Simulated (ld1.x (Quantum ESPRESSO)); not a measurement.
**Configuration tests for zirconium (RRKJ)**

```json
{"Element": "Zr (Z = 40)", "Generator": "ld1.x (Quantum ESPRESSO) 7.5", "Type": "norm-conserving RRKJ (Kleinman–Bylander form)", "Functional": "PBE", "Relativity": "scalar-relativistic", "Frozen core": "[Ar] 3d10", "Valence charge": "12", "Reference configuration": "4s2 4p6 4d2 5s0 5p0 (charge +2)", "Partial waves": "4p (bound): rc 2.30 bohr; 4d (bound): rc 1.55 bohr; 4s (bound): rc 1.75 bohr", "Local potential": "the s channel", "Core correction": "Bessel-smoothed model core inside 0.90 bohr", "rho0": "0.01"}
```

Energies are relative to the spin-unpolarised reference configuration 4s2 4p6 4d2 5s0 5p0; without spin polarisation the order of configurations can differ from experiment. The frozen-core shift is the all-electron ΔE with the core orbitals held at their reference shape minus the fully relaxed ΔE.

| valence configuration | charge | ΔE all-electron (eV) | error AE − PS (meV) | frozen-core shift (meV) |
| --- | --- | --- | --- | --- |
| 4s2 4p6 4d2 5s1 5p0 | +1 | -12.940 | +652 | -1.3 |
| 4s2 4p6 4d1 5s0 5p0 | +3 | 22.627 | +23 | -1.0 |
| 4s2 4p5 4d2 5s2 5p0 | +1 | 17.917 | +1835 | +11 |
| 4s2 4p6 4d3 5s1 5p0 | 0 | -18.883 | +445 | +0.3 |
| 4s2 4p6 4d1 5s2 5p0 | +1 | -12.414 | +1516 | -4.3 |
| 4s2 4p6 4d2 5s1 5p1 | 0 | -17.036 | +678 | -1.9 |

**Question.** What are ΔE and the potential's error for 4s2 4p6 4d2 5s2 5p0?

**Answer.** ΔE = -20.077 eV all-electron; the error (AE − PS) is +992 meV.

Levels in the configuration 4s2 4p6 4d2 5s1 5p1:

| level | all-electron (eV) | pseudo (eV) |
| --- | --- | --- |
| 4s | -55.744 | -55.197 |
| 4p | -33.696 | -33.207 |
| 4d | -4.653 | -4.319 |
| 5s | -5.157 | -5.484 |
| 5p | -2.045 | -2.034 |

A variational frozen-core shift is positive and of second order in the change. This column holds negative values, so the frozen-core run of ld1.x carries numerical noise or an error of first order here, and the column gives no more than the rough size of the effect.
